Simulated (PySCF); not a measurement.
NICS in one family of compounds.

Definitions: NICS(0) = −σiso at the ring centroid; NICS(1) = −σiso and NICS(1)zz = −σzz at ±1 Å along the ring normal z. Level: GIAO PBE0/pcSseg-1 (PySCF, non-relativistic, gas phase) on the GFN2-xTB geometries, one conformer each. Atom numbers follow the mapped SMILES.

Question: Order these rings by mean NICS(1)zz, lowest (most negative) first (ppm).
A. ring C3–C4–C5–C6–S11 in `[O:1]=[CH:2][c:3]1[cH:4][cH:5][c:6]([S:7](=[O:8])(=[O:9])[Cl:10])[s:11]1`
B. ring C3–C4–C5–C6–S11 in `[CH3:1][O:2][c:3]1[cH:4][cH:5][c:6]([S:7](=[O:8])(=[O:9])[Cl:10])[s:11]1`
C. ring C2–C3–C4–C5–S10 in `[CH3:1][c:2]1[cH:3][cH:4][c:5]([S:6](=[O:7])(=[O:8])[Cl:9])[s:10]1`

Answer: A (-24.5), C (-22.6), B (-19.8).

| SMILES | ring | NICS(0) | NICS(1) | NICS(1)zz | HOMA | rms pucker (Å) | ring atoms with four or more neighbours |
| --- | --- | --- | --- | --- | --- | --- | --- |
| O=Cc1ccc(S(=O)(=O)Cl)s1 | 5-membered ring with S; formal bonds all aromatic | -12.6 | -11.3 | -24.5 | 0.88 | 0.00 | 0 |
| Cc1ccc(S(=O)(=O)Cl)s1 | 5-membered ring with S; formal bonds all aromatic | -12.0 | -10.5 | -22.6 | 0.82 | 0.00 | 0 |
| COc1ccc(S(=O)(=O)Cl)s1 | 5-membered ring with S; formal bonds all aromatic | -12.6 | -9.8 | -19.8 | 0.81 | 0.00 | 0 |

NICS(0) gives another order. The isotropic NICS(1) gives the same order. HOMA uses Krygowski's 1993 parameters. NICS(1) and NICS(1)zz are means over the two faces.
